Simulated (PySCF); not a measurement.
Cs(I) cation (CsI), SMILES [I][Cs] (connectivity only; charge and spin as stated), charge +1, multiplicity 2.

Geometry optimised at r2SCAN-D4/def2-TZVPD. The spin state was assumed, not searched. The def2 effective core potentials stand for the cores of Cs, I; spin–orbit coupling is left out.

Computed with IEF-PCM-ωB97X/def2-TZVPD in PySCF 2.14.0.

The values are the electrostatic part of the solvation free energy, E(continuum) − E(gas) at the gas-phase geometry, in a cavity of scaled van der Waals radii (PySCF's table); cavitation and dispersion terms are not included. A continuum can't describe solvent molecules that bind to the metal.

| solvent | ε | ΔG(elec) (kcal/mol) |
|---|---|---|
| water | 78.36 | -39.6 |
| 2-propanol | 19.26 | ? |
| chloroform | 4.71 | -31.5 |

Task: What belongs in the gaps? (Estimate from the structure and the level; the computed values follow.)

Result: 
- 2-propanol, ΔG(elec) (kcal/mol): -38.0
